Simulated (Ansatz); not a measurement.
`CS[CH2][GeH3]` and `BS[CH2][GeH3]` differ in one atom or group.

Ansatz, PBE0-D4/def2-TZVP geometries, multiplicity 1. Each molecule was computed in one conformer, which needn't be the lowest.

Scalar relativity is left out up to krypton.

```
                                          property  `CS[CH2][GeH3]`
             HOMO energy (ωB97M-V/def2-TZVPP) / eV            -8.37
               HOMO–LUMO gap (PBE/def2-TZVPP) / eV             4.72
                LUMO energy (PBE0/def2-TZVPP) / eV             0.59
size of the dipole moment (ωB97M-V/def2-TZVPP) / D             1.28
             HOMO–LUMO gap (B3LYP/def2-TZVPP) / eV             6.32
                 HOMO energy (PBE/def2-TZVPP) / eV            -5.02
```

(1) Give the same properties after the change, and the shifts. (Estimate.)

Results:

(1) The calculation gave: 
| property | `BS[CH2][GeH3]` | shift |
| --- | --- | --- |
| HOMO energy (ωB97M-V/def2-TZVPP) / eV | -9.67 | -1.30 |
| HOMO–LUMO gap (PBE/def2-TZVPP) / eV | 4.37 | -0.35 |
| LUMO energy (PBE0/def2-TZVPP) / eV | -1.19 | -1.78 |
| size of the dipole moment (ωB97M-V/def2-TZVPP) / D | 1.55 | 0.27 |
| HOMO–LUMO gap (B3LYP/def2-TZVPP) / eV | 5.95 | -0.37 |
| HOMO energy (PBE/def2-TZVPP) / eV | -6.49 | -1.47 |

With PBE0 the HOMO falls by 1.36 eV and the LUMO falls by 1.78 eV, so the gap narrows by about 0.42 eV. PBE moves the HOMO by -1.47 eV and ωB97M-V by -1.30 eV. Dipoles are sizes alone; their direction can turn.

Positive LUMOs are unbound, so they and the gaps depend on the basis.

B3LYP here is the variant with VWN-RPA as its local correlation; programs differ in this.
